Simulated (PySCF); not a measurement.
Coordinates in bohr (charge 0 multiplicity 5):
```
Pt    0.0000    0.0000   -0.4605
S     0.0000    0.0000    3.8649
F     3.5474    0.0000   -0.9751
F    -3.5474    0.0000   -0.9751
```

All numbers come from UPBE0/[Pt def2-SVP with ECP60, S def2-SVP, F def2-SVP], scalar-relativistic core potentials, density fitting, no spin–orbit coupling, PySCF.

This geometry of PtSF₂ is a stationary point at this level.

Task: What is the point group?

Result: C2v.

Task: Is it a minimum?

Result: Yes: all harmonic wavenumbers are real.

Task: Give the atomic charges and bond orders.

Result: 
```
atom  Mulliken  Löwdin  polar tensor  spin (Mulliken)  Mayer order to Pt1
 Pt1      0.67    0.00          0.65             1.58                   –
  S2      0.05    0.39          0.20             1.94                1.18
F3,4     -0.36   -0.19         -0.43             0.24                0.93
```

Task: Give the ideal-gas entropy at 298.15 K and 1 bar by parts.

Result: translation 178.4, rotation 107.7, vibration 47.9, spin 13.4; total 347.4 J/(mol K).

Only a few start shapes were tried, so a lower isomer may exist. Open d and f shells are described by one determinant, and the ground state may have another occupation or spin. At this level a triplet minimum of C2v symmetry lies 120 kJ/mol below this structure. Spin–orbit coupling, left out here, can matter for elements this heavy.
